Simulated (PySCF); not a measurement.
Spinor energies of V³⁺ (vanadium, charge +3)

Start: [Ar] 3d1 4p1; 3d5/2 filled at m_j = +5/2; 4p3/2 filled at m_j = +3/2. Calculated with PySCF 2.14 in x2c-TZVPall-2c with one added diffuse shell each of s, p, d type (7s8p5d1f, 63 functions): generalised Hartree-Fock with the X2C-1e Hamiltonian and a Gaussian nucleus; one run each with spin-orbit coupling (SO) switched off, then screened by Boettger's factors. This is a chosen level, not necessarily the ground level.

```csv
spinor shell,electrons,"ε, spin-free (eV)","ε, screened SO (eV)",weight of nominal j (screened SO),"rms radius, screened SO (bohr)"
1s1/2,2,-5565.3,-5565.3,1.000,0.0768
2s1/2,2,-704.10,-704.12,1.000,0.332
2p1/2,2,-592.51,-597.22,0.996,0.301
2p3/2,4,-592.51,-590.23,0.998,0.303
3s1/2,2,-130.66,-130.68,1.000,0.989
3p3/2,4,-96.993,-96.737,0.857,1.05
3p1/2,2,-96.993,-97.570,0.714,1.05
3d5/2,1,-54.796,-54.775,1.000,1.21
4p3/2,1,-27.845,-27.805,1.000,2.97
```

```
   quantity   spin-free  screened SO
E (hartree)  -945.71645   -945.72257
        M_J           4            4
       ⟨J²⟩      20.006       20.006
       ⟨L²⟩      12.005       12.005
       ⟨S²⟩       2.001        2.001
```

Each row is a mean over spinors that exchange with the open shell spreads, by up to 6.736 eV (3p3/2).

Rows whose weight is well below 1 are mixtures of j = l ± 1/2: exchange outweighs spin-orbit coupling there, and the label is only the starting occupation.

Without spin-orbit coupling the j labels of p, d and f shells carry no meaning; the spin-free column gives the mean over the occupied spinors of each nl shell.
